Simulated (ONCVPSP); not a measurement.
# Re, ONCV: configuration errors across variants

```json
{
  "Element": "Re (Z = 75)",
  "Generator": "ONCVPSP 4.0.1",
  "Type": "optimised norm-conserving Vanderbilt (ONCV)",
  "Functional": "PBE",
  "Relativity": "scalar-relativistic",
  "Frozen core": "[Kr] 4d10 4f14",
  "Valence charge": "15",
  "Reference configuration": "5s2 5p6 5d5 (charge +2)",
  "Partial waves": "5s: rc 1.15 bohr, ncon 4, nbas 7, qcut 6.2 1/bohr, 3 projectors, debl 1.5 Ha; 5p: rc 1.35 bohr, ncon 4, nbas 8, qcut 6.5 1/bohr, 2 projectors, debl 3.9 Ha; 5d: rc 2.15 bohr, ncon 5, nbas 10, qcut 7 1/bohr, 2 projectors, debl 2.2 Ha",
  "Local potential": "polynomial inside 1.10 bohr (lpopt 3, dvloc0 3 Ha)",
  "Core correction": "polynomial model core, fcfact 0.15"
}
```

In the s channel the program set the typed energies aside and used -3.744, 0.250, 1.750 Ha.

All-electron excitation energies from the reference (eV): (1) 5s2 5p6 5d5 6s2 -25.571; (2) 5s2 5p6 5d5 6s1 -16.322; (3) 5s2 5p6 5d4 27.129; (4) 5s2 5p6 5d5 6p2 -15.696.

A true bound ghost makes a file unfit for plane-wave use even where its test errors are small: the radial tests pick states by their node count and pass the ghost by.

Errors AE − PS in meV (a dash: test not solved or not reliable):

```csv
change,(1),(2),(3),(4),bound ghosts,GHOST(+) flags above zero
base,+4.9,+4.0,-13,+5.9,none,s
"all radii but the core radius scaled by about 0.78 (s 0.90, p 1.06, d 1.68 bohr); local potential polynomial inside 0.86 bohr (lpopt 3, dvloc0 3 Ha)",+5.3,+4.1,-13,+6.3,s,"s, p"
"all radii but the core radius scaled by about 0.82 (s 0.94, p 1.12, d 1.76 bohr); local potential polynomial inside 0.90 bohr (lpopt 3, dvloc0 3 Ha)",+5.4,+4.2,-13,+6.2,s,s
"all radii but the core radius scaled by about 0.91 (s 1.04, p 1.24, d 1.96 bohr); local potential polynomial inside 1.00 bohr (lpopt 3, dvloc0 3 Ha)",+5.4,+4.2,-13,+6.0,s,s
"all radii but the core radius scaled by about 0.97 (s 1.12, p 1.30, d 2.08 bohr); local potential polynomial inside 1.06 bohr (lpopt 3, dvloc0 3 Ha)",+5.0,+4.1,-13,+5.9,none,s
"all radii but the core radius scaled by about 1.06 (s 1.22, p 1.44, d 2.28 bohr); local potential polynomial inside 1.16 bohr (lpopt 3, dvloc0 3 Ha)",+4.4,+3.8,-12,+5.9,none,s
"all radii but the core radius scaled by about 1.22 (s 1.40, p 1.64, d 2.62 bohr); local potential polynomial inside 1.34 bohr (lpopt 3, dvloc0 3 Ha)",+2.5,+2.9,-5.7,+111,none,"s, p"
"all radii but the core radius scaled by about 1.27 (s 1.46, p 1.72, d 2.74 bohr); local potential polynomial inside 1.40 bohr (lpopt 3, dvloc0 3 Ha)",+1.1,+2.3,-2.9,+9.9,none,s
"all radii but the core radius scaled by about 1.32 (s 1.52, p 1.78, d 2.84 bohr); local potential polynomial inside 1.46 bohr (lpopt 3, dvloc0 3 Ha)",-0.8,+1.5,+1.2,+9.0,none,s
```

**Question.** Give the same row for: all radii but the core radius scaled by about 1.14 (s 1.32, p 1.54, d 2.46 bohr); local potential polynomial inside 1.26 bohr (lpopt 3, dvloc0 3 Ha).

**Answer.** +3.5, +3.5, -9.7, +5.6; bound ghosts: none; GHOST(+) flags above zero: s.
